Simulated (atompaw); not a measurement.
## B (Z = 5): PAW (atompaw) pseudisation with PBE, non-relativistic reference atom.

* Element: boron (B)
* Generator: atompaw 4.2.0.5
* Type: PAW
* Functional: PBE
* Relativity: non-relativistic
* Frozen core: [He]
* Valence charge: 3
* Reference configuration: 2s2 2p1
* Partial waves: 2s (bound): rc 3.00 bohr; 2s channel at 3.9 Ry: rc 1.00 bohr; 2p (bound): rc 3.00 bohr; 2p channel at 2.65 Ry: rc 3.00 bohr; 3d channel at 0.15 Ry: rc 3.00 bohr; 3d channel at 1.45 Ry: rc 3.00 bohr
* Local potential: troulliermartins scheme with l = 3 at 1 Ry, radius 2.20 bohr
* Core correction: smooth core density matched at 2.55 bohr
* Augmentation charge: sinc compensation charge, radius 2.65 bohr; PAW radius 3.00 bohr; waves and projectors: custom rrkj gramschmidtortho

All-electron outer shells of the reference configuration (PBE, non-relativistic, ld1.x):

```tsv
shell	level (eV)	outermost node (bohr)	outermost maximum (bohr)
2s	-9.44	0.46	1.52
2p	-3.61	–	1.57
```

Results:

```json
{
 "Cutoffs needed": "6 Ry and 8 Ry (the cutoffs (Ry, on a coarse ladder) from which the occupation-weighted sum of valence levels, in a spherical-Bessel basis at the reference potential, stays within 10 and 1 mRy of its value at 400 Ry)",
 "Ghost test": "no extra level below or beside the all-electron valence levels (s, p, d, f tested) (spherical-Bessel basis up to 400 Ry, 20 bohr box)",
 "Lowest eigenvalue of the overlap operator": "0.79 (p channel)",
 "Overlap eigenvalues printed by atompaw (projector basis)": "1.07, 1.44, 2.34, 84.3, 295, 4.72e+03",
 "Share of each valence orbital outside the PAW sphere": "2s 11 %, 2p 23 %"
}
```

Generation and tests took about 0.29 s on one core of a shared server CPU.
